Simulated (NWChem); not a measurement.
System: C2H7NOSi; SMILES C(/C=N/[SiH3])O

Here is an NWChem input.

```
start job
memory heap 200 mb stack 900 mb global 1100 mb
geometry units angstroms noautosym nocenter noautoz
  O      0.481682     2.831706     0.084040
  C     -0.492215     1.841682    -0.084223
  C      0.092674     0.457689    -0.190427
  N     -0.520582    -0.579327     0.193405
  Si     0.084323    -2.217930     0.048742
  H      0.870245     2.725125     0.958398
  H     -1.272740     1.839209     0.699863
  H     -1.003766     2.057951    -1.039368
  H      1.108095     0.448792    -0.654070
  H      0.125468    -2.824103     1.411218
  H     -0.864904    -2.995429    -0.799395
  H      1.456749    -2.273207    -0.561333
end
basis spherical
  * library 6-31g*
end
dft
  xc hfexch
  iterations 150
end
property
  shielding
end
task dft property
```

Output (shortened):

```
             Northwest Computational Chemistry Package (NWChem) 7.3.0
             --------------------------------------------------------

                             Geometry "geometry" -> ""
                             -------------------------

 Output coordinates in angstroms (scale by  1.889725989 to convert to a.u.)

  No.       Tag          Charge          X              Y              Z
 ---- ---------------- ---------- -------------- -------------- --------------
    1 O                    8.0000     0.48168200     2.83170600     0.08404000
    2 C                    6.0000    -0.49221500     1.84168200    -0.08422300
    3 C                    6.0000     0.09267400     0.45768900    -0.19042700
    4 N                    7.0000    -0.52058200    -0.57932700     0.19340500
    5 Si                  14.0000     0.08432300    -2.21793000     0.04874200
    6 H                    1.0000     0.87024500     2.72512500     0.95839800
    7 H                    1.0000    -1.27274000     1.83920900     0.69986300
    8 H                    1.0000    -1.00376600     2.05795100    -1.03936800
    9 H                    1.0000     1.10809500     0.44879200    -0.65407000
   10 H                    1.0000     0.12546800    -2.82410300     1.41121800
   11 H                    1.0000    -0.86490400    -2.99542900    -0.79939500
   12 H                    1.0000     1.45674900    -2.27320700    -0.56133300

 Effective nuclear repulsion energy (a.u.)     213.0999606126

  xc_inp: hfexch multiplicative factor not found.
                              NWChem Property Module
                              ----------------------

  itol2e modified to match energy
  convergence criterion.

                                 NWChem DFT Module
                                 -----------------

 Summary of "ao basis" -> "ao basis" (spherical)
 ------------------------------------------------------------------------------
       Tag                 Description            Shells   Functions and Types
 ---------------- ------------------------------  ------  ---------------------
 O                           6-31g*                  6       14   3s2p1d
 C                           6-31g*                  6       14   3s2p1d
 N                           6-31g*                  6       14   3s2p1d
 Si                          6-31g*                  8       18   4s3p1d
 H                           6-31g*                  2        2   2s

  itol2e modified to match energy
  convergence criterion.

            General Information
            -------------------
          SCF calculation type: DFT
          Wavefunction type:  closed shell.
          No. of atoms     :    12
          No. of electrons :    48
           Alpha electrons :    24
            Beta electrons :    24
          Charge           :     0
          Spin multiplicity:     1
          Use of symmetry is: off; symmetry adaption is: off
          Maximum number of iterations: 150
          AO basis - number of functions:    88
                     number of shells:    46
          Convergence on energy requested:  1.00D-07
          Convergence on density requested:  1.00D-05
          Convergence on gradient requested:  5.00D-04

              XC Information
              --------------
                     Hartree-Fock (Exact) Exchange  1.000

      Superposition of Atomic Density Guess
      -------------------------------------

 Sum of atomic energies:        -496.67353407

      Non-variational initial energy
      ------------------------------

 Total energy =    -499.076336
 1-e energy   =   -1105.338980
 2-e energy   =     393.162683
 HOMO         =      -0.280235
 LUMO         =      -0.014726

[...]

          -----------------------------------------
          Chemical Shielding Tensors (GIAO, in ppm)
          -----------------------------------------

                                NWChem CPHF Module
                                ------------------

  scftype          =     RHF
  nclosed          =       24
  nopen            =        0
  variables        =     1536
  # of vectors     =        3
  tolerance        = 0.10D-03
  level shift      = 0.00D+00
  max iterations   =       50
  max subspace     =       30

 SCF residual:    3.1441495028585770E-005

Iterative solution of linear equations
  No. of variables     1536
  No. of equations        3
  Maximum subspace       30
        Iterations       50
       Convergence  1.0D-04

   iter   nsub   residual    time
   ----  ------  --------  ---------
     1      3    1.51D+00      19.6
     2      6    5.50D-01      21.2
     3      9    6.73D-02      22.7
     4     12    1.75D-02      24.3
     5     15    3.06D-03      25.8
     6     18    3.76D-04      27.4
     7     21    6.64D-05      28.9

      Atom:    1  O
        Diamagnetic
    395.3902     12.5219      8.2872
     12.5219    394.1732      0.9330
      8.2872      0.9330    391.8830

        Paramagnetic
    -73.9343    -25.0756     12.3509
    -25.0756    -84.5905     -5.8667
     12.3509     -5.8667    -37.1073

        Total Shielding Tensor
    321.4559    -12.5537     20.6381
    -12.5537    309.5827     -4.9337
     20.6381     -4.9337    354.7757

           isotropic =     328.6047
          anisotropy =      56.6923

          Principal Components and Axis System
                 1           2           3
              366.3996    318.9518    300.4628

      1         0.4509      0.6406      0.6216
      2        -0.1756     -0.6191      0.7654
      3         0.8751     -0.4543     -0.1667

      Atom:    2  C
        Diamagnetic
    243.0083      4.1116      0.3716
      4.1116    255.8219      1.8749
      0.3716      1.8749    231.1348

        Paramagnetic
   -105.5264      7.9072     -2.8992
      7.9072   -100.7897      5.8835
     -2.8992      5.8835   -111.5501

        Total Shielding Tensor
    137.4819     12.0188     -2.5276
     12.0188    155.0322      7.7584
     -2.5276      7.7584    119.5848

           isotropic =     137.3663
          anisotropy =      36.8690

          Principal Components and Axis System
                 1           2           3
              161.9456    133.5657    116.5875

      1         0.4251      0.8647      0.2673
      2         0.8945     -0.3562     -0.2702
      3         0.1385     -0.3540      0.9249

      Atom:    3  C
        Diamagnetic
    246.9593      2.0306     -5.5665
      2.0306    271.4932     -3.1652
     -5.5665     -3.1652    237.5023

        Paramagnetic
   -276.4722     40.2301     73.7563
     40.2301   -271.2032     -1.1639
     73.7563     -1.1639   -143.2399

        Total Shielding Tensor
    -29.5130     42.2607     68.1898
     42.2607      0.2900     -4.3291
     68.1898     -4.3291     94.2624

           isotropic =      21.6798
          anisotropy =     156.3932

          Principal Components and Axis System
                 1           2           3
              125.9419    -80.1990     19.2965

      1         0.4245      0.8269      0.3688
      2         0.1118     -0.4521      0.8849
      3         0.8985     -0.3344     -0.2844

      Atom:    4  N
        Diamagnetic
    316.2141      3.1594     -0.8286
      3.1594    349.8199     -3.7524
     -0.8286     -3.7524    314.8106

        Paramagnetic
   -346.8885     20.6519    152.6280
     20.6519   -752.8271     72.4896
    152.6280     72.4896    -96.8362

        Total Shielding Tensor
    -30.6744     23.8113    151.7994
     23.8113   -403.0072     68.7372
    151.7994     68.7372    217.9744

           isotropic =     -71.9024
          anisotropy =    -508.1582

          Principal Components and Axis System
                 1           2           3
             -410.6745    297.3317   -102.3644

      1        -0.0209      0.4239      0.9055
      2         0.9944      0.1027     -0.0252
      3        -0.1037      0.8999     -0.4237

      Atom:    5  Si
        Diamagnetic
    877.1836     -1.9795     -0.2238
     -1.9795    885.2007      0.2737
     -0.2238      0.2737    876.4299

        Paramagnetic
   -407.2599    -12.3030    -16.1329
    -12.3030   -365.6912     -1.2009
    -16.1329     -1.2009   -435.8006

        Total Shielding Tensor
    469.9237    -14.2825    -16.3568
    -14.2825    519.5095     -0.9272
    -16.3568     -0.9272    440.6293

           isotropic =     476.6875
          anisotropy =      70.1748

          Principal Components and Axis System
                 1           2           3
              523.4707    473.8075    432.7843

      1        -0.2696      0.8629      0.4274
      2         0.9620      0.2609      0.0800
      3         0.0425     -0.4327      0.9005

      Atom:    6  H
        Diamagnetic
     25.0062      1.9689     10.3472
      1.9689     23.3544     -0.0827
     10.3472     -0.0827     38.6066

        Paramagnetic
      4.3819      0.3598     -2.5050
      0.3598      3.4115     -0.3325
     -2.5050     -0.3325      1.1511

        Total Shielding Tensor
     29.3881      2.3287      7.8422
      2.3287     26.7659     -0.4152
      7.8422     -0.4152     39.7577

           isotropic =      31.9705
          anisotropy =      18.0533

          Principal Components and Axis System
                 1           2           3
               44.0061     28.3305     23.5751

      1         0.4777      0.4921      0.7278
      2         0.0434      0.8142     -0.5790
      3         0.8775     -0.3081     -0.3676

      Atom:    7  H
        Diamagnetic
     31.5312     -0.1740     -8.1210
     -0.1740     26.7177      0.9219
     -8.1210      0.9219     26.6376

[...]
```

Level: Hartree-Fock/6-31G* (spherical d), GIAO. Coordinates come from a PBE0/def2-SVP optimisation. No frequency run checked for a minimum. The printed shielding anisotropy is the first printed principal value minus the mean of the other two.
